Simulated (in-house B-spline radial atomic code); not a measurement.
## Binding energies in the manganese ion Mn³⁺

NIST's tabulated ground configuration is [Ar] 3d4; each binding energy is the energy of the ion with one electron taken from that subshell, relaxed, less that of the parent. Computed with a B-spline radial code for spherical atoms: Dirac-Hartree-Fock, average of configuration, Fermi nucleus of rms radius 3.7057 fm. Energies include first-order Breit, QED and recoil terms.

| subshell | X-ray name | binding energy (eV) | -ε (eV) | relaxation (eV) |
| --- | --- | --- | --- | --- |
| 1s | K | 6591.7 | 6639.6 | 37.8 |
| 2s | L1 | 826.6 | 842.4 | 15.1 |
| 2p1/2 | L2 | 705.6 | 723.0 | 16.7 |
| 2p3/2 | L3 | 695.5 | 712.4 | 16.5 |
| 3s | M1 | 139.5 | 142.5 | 2.9 |
| 3p1/2 | M2 | 102.4 | 105.2 | 2.7 |
| 3p3/2 | M3 | 101.1 | 103.8 | 2.7 |
| 3d | M4,5 | 48.94 | 50.97 | 2.05 |

Relaxation = -ε minus the binding energy without Breit, QED and recoil terms.

Emission lines follow as differences of binding energies, with λ = 12398.42 eV·Å / E:

```csv
line,holes,energy (eV),wavelength (Å)
K-L3,1s → 2p3/2,5896.2,2.1028
K-L2,1s → 2p1/2,5886.1,2.1064
K-M3,1s → 3p3/2,6490.6,1.9102
L1-M3,2s → 3p3/2,725.5,17.089
L3-M1,2p3/2 → 3s,556.0,22.299
```

(1) What screening constant σ does Moseley's law, E = (3/4)·13.6057 eV·(Z - σ)², need for K-L3?

(2) What does it cost to remove both a 3s and a 3p1/2 electron?

(3) What does it cost to remove both a 2s and a 3p3/2 electron?

(4) What does it cost to remove both a 2s and a 2p1/2 electron?

## Answers

(1) σ = 0.96.

(2) 262.27 eV, which is 20.45 eV more than the two single binding energies together.

(3) 953.93 eV, which is 26.31 eV more than the two single binding energies together.

(4) 1587.3 eV, which is 55.14 eV more than the two single binding energies together.
